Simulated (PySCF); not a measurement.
SMILES C=C=C[C@H]1C=C[C@H]1C, C₈H₁₀

Geometry (Å), atoms numbered from 1 in this order:
```xyz
18

C     3.376    0.714   -0.150
C     2.191    0.229    0.043
C     1.002   -0.259    0.218
C     0.044   -0.529   -0.897
C    -0.766   -1.799   -0.781
C    -1.937   -1.176   -0.736
C    -1.344    0.206   -0.841
C    -1.596    1.147    0.325
H     3.565    1.776   -0.141
H     4.231    0.078   -0.319
H     0.659   -0.506    1.215
H     0.550   -0.406   -1.858
H    -0.455   -2.828   -0.755
H    -2.959   -1.502   -0.662
H    -1.577    0.714   -1.781
H    -0.901    1.983    0.294
H    -2.611    1.536    0.274
H    -1.478    0.629    1.274
```

The calculation used TDDFT CAM-B3LYP/def2-SVPD circular dichroism and optical rotation, one conformer, gas phase (PySCF). Geometry: GFN2-xTB.

The molecule is flexible and this is one conformer; a measurement averages over conformers.

Q: Draw the ECD and absorption spectra from the lowest 16 states, each a Gaussian of half-width 0.25 eV at 1/e height.

A: 
| E (eV) | λ (nm) | Δε (L mol⁻¹ cm⁻¹) | ε (L mol⁻¹ cm⁻¹) |
| --- | --- | --- | --- |
| 5.33 | 232 | +0.15 | 1.19 |
| 5.43 | 228 | +0.64 | 5.01 |
| 5.53 | 224 | +1.96 | 15.4 |
| 5.63 | 220 | +4.37 | 34.2 |
| 5.73 | 216 | +7.09 | 55.8 |
| 5.83 | 213 | +8.47 | 68.1 |
| 5.93 | 209 | +7.84 | 70.1 |
| 6.03 | 205 | +6.62 | 91.7 |
| 6.13 | 202 | +6.72 | 231 |
| 6.23 | 199 | +8.25 | 778 |
| 6.33 | 196 | +10.04 | 2350 |
| 6.43 | 193 | +11.80 | 5520 |
| 6.53 | 190 | +13.83 | 9690 |
| 6.63 | 187 | +14.95 | 12700 |
| 6.73 | 184 | +12.58 | 12800 |
| 6.83 | 181 | +4.28 | 11400 |
| 6.93 | 179 | -11.76 | 11400 |
| 7.03 | 176 | -33.74 | 13400 |
| 7.13 | 174 | -52.06 | 16100 |
| 7.23 | 171 | -54.97 | 18000 |
| 7.33 | 169 | -42.44 | 20700 |
| 7.43 | 167 | -30.25 | 27300 |
| 7.53 | 165 | -36.63 | 40200 |
| 7.63 | 162 | -62.20 | 55300 |
| 7.73 | 160 | -84.97 | 62600 |
| 7.83 | 158 | -80.58 | 56200 |
| 7.93 | 156 | -46.59 | 41600 |

Δε uses R in velocity form, ε uses f in length form. Only the states computed contribute, so the short-wavelength end is incomplete.
